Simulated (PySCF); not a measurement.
# How methods differ on the interval between two levels of Dy

Dy [Xe] 4f10 6s2 [5I8, M_J = 8] → Dy [Xe] 4f10 6s1 6p1 [7K10, M_J = 10], as a difference of total energies. Computed with PySCF 2.14 in x2c-TZVPall-2c with one added diffuse shell each of s, p, d, f type (12s12p11d5f1g, 147 functions), with the two-component X2C-1e Hamiltonian. Correlated levels: [Ar] 3d10 frozen; the 18 highest virtual spinors dropped. "Screened" scales the spin-orbit matrix elements by Boettger's factors to mimic the two-electron term; Breit and QED terms are absent.

```tsv
method	interval between two levels (cm⁻¹)
GHF (screened spin-orbit)	10145
GMP2 (screened spin-orbit)	17592
```

The labels give the starting determinants; with spin-orbit coupling the two ends relaxed to ⟨J²⟩ = 72.01, ⟨L²⟩ = 42.75, ⟨S²⟩ = 5.90 and ⟨J²⟩ = 110.03, ⟨L²⟩ = 56.85, ⟨S²⟩ = 11.81.
